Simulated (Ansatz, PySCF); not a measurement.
Stretching the Be1–H2 bond in BeH2O (SMILES [BeH][OH]) (multiplicity 1 held, fragments rigid). Energies count from the point at 1.328 Å.
Geometry at that point (charge 0, multiplicity 1):
```xyz
4

Be    -0.78408    -0.35296     0.02982
H     -1.99530    -0.89493     0.07985
O      0.51114     0.18522    -0.07360
H      1.04250     0.82503     0.38969
```

Restricted levels (R-, RO-) in cc, def2 and unpolarised 6-31G sets keep to the state of the molecule at rest.

Rows in 3-21G carry no dispersion term and start afresh at each structure.

Run with Ansatz (Gaussian orbitals); PySCF for 3-21G rows. Values without a source in brackets are computed.

### Question
Estimate the energy at R = 4.249 Å that R-wB97X-V/aug-cc-pVTZ returns for this input.

### Answer
141.0 kcal/mol

### Question
What energy at R = 4.249 Å does R-r2SCAN/aug-cc-pVTZ give?

### Answer
120.8 kcal/mol

### Question
What is the computed energy at R = 4.249 Å (R-HF/3-21G)?

### Answer
162.5 kcal/mol

Doubts at one or more of the structures used: a restricted determinant that unrestricted orbitals would lower (R-HF/3-21G, R-r2SCAN/aug-cc-pVTZ, R-wB97X-V/aug-cc-pVTZ).

Ansatz is a quantum-chemistry and plane-wave program.
